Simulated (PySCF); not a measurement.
# MB for M along the fourth-period p block

PBE0 with triple-zeta basis sets in PySCF, for the lowest determinant that a PBE0 search found; no spin–orbit coupling. De refers to high-spin ground-configuration atoms. A positive dipole means M(−)B(+).

```json
{"M": "Ge", "basis": "def2-TZVPP", "state (unpaired electrons)": "quartet (σ ↑, π ↑↑)", "Re (Å)": "1.977", "ωe (cm⁻¹)": "656", "De (eV)": "3.28", "μ (D)": "-0.78"}
{"M": "As", "basis": "x2c-TZVPPall", "state (unpaired electrons)": "triplet (σ ↑, π ↑)", "Re (Å)": "1.843", "ωe (cm⁻¹)": "821", "De (eV)": "3.11", "μ (D)": "-0.13"}
{"M": "Se", "basis": "def2-TZVPP", "state (unpaired electrons)": "doublet (σ ↑)", "Re (Å)": "1.741", "ωe (cm⁻¹)": "994", "De (eV)": "5.11", "μ (D)": "0.52"}
{"M": "Br", "basis": "def2-TZVPP", "state (unpaired electrons)": "singlet (closed shell)", "Re (Å)": "1.894", "ωe (cm⁻¹)": "685", "De (eV)": "4.58", "μ (D)": "-1.50"}
```

Q: By what factor does the harmonic wavenumber vary along the series?

A: At PBE0 it runs from 656 cm⁻¹ (GeB) to 994 cm⁻¹ (BSe), a factor of 1.52.

The rows differ in basis set, which adds steps of its own.

The state changes along the series, so neighbouring rows are not always alike in their bonding.

States were picked by a PBE0 search and need not be the measured ground states.
